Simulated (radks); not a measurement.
Results of a calculation; reference values are marked as such.
Effect of the nuclear size on the neon ion Ne+, [He] 2s2 2p5. Code: a radial shooting solver on a logarithmic mesh with Libxc functionals. Model: Dirac Kohn-Sham, LDA (Slater exchange, Perdew-Wang correlation), spin-unpolarised, spherical densities, finite nucleus; open shells are shared between the two j in proportion to 2j + 1; Fermi nuclear charge, rms radius 3.0055 fm. The rms radius is varied about that value; shifts are against it.

rms radius (fm),total energy shift (eV),density at nucleus (e/bohr^3),1s1/2 shift (meV)
2.4735,-0.000381,642.9,-0.156
2.756,-0.000188,642.4,-0.077
3.0055,0,642,0.000
3.297,0.000240,641.6,0.098
3.3782,0.000310,641.5,0.127

Slopes of the eigenvalues against <r^2> in GHz/fm^2, as finite differences over the two radii next to the reference (eigenvalue slopes, not the field-shift constants of lines): 1s1/2 12.9.
